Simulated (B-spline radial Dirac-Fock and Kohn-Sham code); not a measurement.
# Successive ionisation energies of lead: Dirac-Fock against NIST

Model: relaxed Dirac-Fock hole states (ΔSCF) with Breit and QED corrections and a finite nucleus. Program: a radial finite-basis atomic code. Each value is the difference of the configuration-average energies of two neighbouring ions in their tabulated ground configurations. Correlation and solid-state effects are left out. NIST's values refer to the lowest levels; many for high charge states are themselves semi-empirical or theoretical. Where a p, d or f shell is open in either ion the computed value averages over both j values and all terms, while the table refers to the lowest levels; that difference holds spin-orbit splitting (largest in heavy or highly charged ions), term energies where several electrons share open shells, and correlation, and it can reach 10 % or more.

| ion | configuration | computed (eV) | NIST (eV) | kind | NIST − computed (eV) |
| --- | --- | --- | --- | --- | --- |
| Pb¹¹⁺ | [Xe] 4f14 5d3 | 200.1 | 203 ± 2.5 | theoretical | +2.87 |
| Pb¹²⁺ | [Xe] 4f14 5d2 | 221.2 | 224 ± 3 | theoretical | +2.76 |
| Pb¹³⁺ | [Xe] 4f14 5d1 | 242.8 | 245.1 ± 2.2 | semi-empirical | +2.26 |
| Pb¹⁴⁺ | [Xe] 4f14 | 345.6 | 338.1 ± 1.5 | semi-empirical | -7.49 |
| Pb¹⁵⁺ | [Kr] 4d10 4f14 5s2 5p5 | 370.5 | 374 ± 19 | theoretical | +3.45 |
| Pb¹⁶⁺ | [Kr] 4d10 4f14 5s2 5p4 | 395.9 | 401 ± 20 | theoretical | +5.11 |
| Pb¹⁷⁺ | [Kr] 4d10 4f14 5s2 5p3 | 421.6 | 427 ± 21 | theoretical | +5.38 |
| Pb¹⁸⁺ | [Kr] 4d10 4f14 5s2 5p2 | 447.7 | 478 ± 24 | theoretical | +30.29 |
| Pb¹⁹⁺ | [Kr] 4d10 4f14 5s2 5p1 | 474.2 | 507 ± 25 | theoretical | +32.84 |
| Pb²³⁺ | [Kr] 4d10 4f13 | 724.2 | 690 ± 30 | theoretical | -34.23 |
| Pb²⁴⁺ | [Kr] 4d10 4f12 | 774.3 | 750 ± 40 | theoretical | -24.29 |
| Pb²⁵⁺ | [Kr] 4d10 4f11 | 825.5 | 810 ± 40 | theoretical | -15.50 |
| Pb²⁶⁺ | [Kr] 4d10 4f10 | 877.9 | 870 ± 40 | theoretical | -7.87 |
| Pb²⁷⁺ | [Kr] 4d10 4f9 | 931.4 | 930 ± 50 | theoretical | -1.37 |
| Pb²⁸⁺ | [Kr] 4d10 4f8 | 986.0 | 990 ± 50 | theoretical | +4.01 |
| Pb²⁹⁺ | [Kr] 4d10 4f7 | 1041.7 | 1050 ± 50 | theoretical | +8.27 |
